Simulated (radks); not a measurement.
Results of a calculation; reference values are marked as such.
Question: La46+, 11 electrons, occupied as [Ne] 3s1 (the NIST ground configuration). Level of theory: Dirac Kohn-Sham, BLYP, spin-unpolarised, spherical densities, finite nucleus; Fermi nuclear charge, rms radius 4.855 fm (a radial shooting solver on a logarithmic mesh with Libxc functionals). Some entries of the table are withheld. Estimate them.

orbital  occ.  eigenvalue (eV)  <1/r> (bohr^-1)  r(max) (bohr)
1s1/2       2        -41930.86            62.05        0.01607
2s1/2       2        -9169.643              (1)        0.09027
2p1/2       2        -8868.182            14.81        0.06873
2p3/2       4        -8438.195            13.48        0.07376
3s1/2       1        -3763.113            6.102         0.2405
3p1/2       0        -3659.346            6.042            (2)
3p3/2       0        -3545.626            5.687            (3)
4s1/2       0        -2047.764            3.240            (4)

Answer: 
(1) 2s1/2 <1/r> (bohr^-1): 14.87
(2) 3p1/2 r(max) (bohr): 0.2250
(3) 3p3/2 r(max) (bohr): 0.2338
(4) 4s1/2 r(max) (bohr): 0.4749
